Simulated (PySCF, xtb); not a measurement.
Sn(vinyl)4 (C8H12Sn), SMILES C=[CH][Sn]([CH]=C)([CH]=C)[CH]=C.

GFN2-xTB (xtb) at its own geometry gives an orbital gap of 4.42 eV and a dipole moment of 0.23 D.

Coordinates come from a B3LYP-D3(BJ)/def2-SVP optimisation. The isomer is the one that the SMILES or the coordinates give; other isomers of the formula were not compared. The def2 effective core potentials stand for the cores of Sn; spin–orbit coupling is left out. One conformer was computed; it need not be the lowest.

Problem. What does HF/def2-SVP run with PySCF give? (An estimate is asked for; the answer gives what the named calculation found.)

Solution. gap 13.29 eV (levels -9.93 and 3.36 eV), dipole 0.09 D.
